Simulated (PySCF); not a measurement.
Dipole moment (D) of eight silicon and germanium compounds: PBE beside ωB97X, computed with PySCF for isolated molecules in the bases named; differences from unrounded values. The eight are the first of their class met in an unordered collection, after screening for sound electronic states; none was chosen by its value, except that the dipole had to exceed 0.05 D. Each molecule has one DFT geometry for both levels.

```json
[
 {"molecule": "bis(fluoromethyl)-hydroxysilane (C₂H₆F₂OSi), SMILES FC[SiH](O)CF", "basis": "def2-TZVP", "ωB97X": "3.28", "PBE": "3.02", "difference": "-0.26"},
 {"molecule": "CH6ClFSi2, SMILES F[Si@H](Cl)C[SiH3]", "basis": "def2-TZVP", "ωB97X": "2.30", "PBE": "2.15", "difference": "-0.14"},
 {"molecule": "Si(Me)(SH)3 (CH₆S₃Si), SMILES C[Si](S)(S)S", "basis": "def2-TZVP", "ωB97X": "1.71", "PBE": "1.59", "difference": "-0.12"},
 {"molecule": "C3H8Si2, SMILES [Si@@H]([SiH3])(C)C#C", "basis": "def2-TZVP", "ωB97X": "0.80", "PBE": "0.85", "difference": "0.04"},
 {"molecule": "C₂H₅NO₂Si, SMILES O=C/N=C/O[SiH3]", "basis": "def2-TZVP", "ωB97X": "2.66", "PBE": "2.62", "difference": "-0.04"},
 {"molecule": "C3H10OSi2, SMILES C=C[SiH2]CO[SiH3]", "basis": "def2-TZVP", "ωB97X": "0.92", "PBE": "0.84", "difference": "-0.09"},
 {"molecule": "CH11NSi4, SMILES [SiH3]/N=C\\[SiH]([SiH3])[SiH3]", "basis": "def2-TZVP", "ωB97X": "1.53", "PBE": "1.26", "difference": "-0.27"},
 {"molecule": "C₂H₄O₃Si, SMILES C#C[Si](O)(O)O", "basis": "def2-TZVP", "ωB97X": "2.96", "PBE": "2.60", "difference": "-0.36"}
]
```

PBE lies below ωB97X in 7 and above it in 1 of the eight; the mean signed difference is -0.15 and the largest -0.36 D.
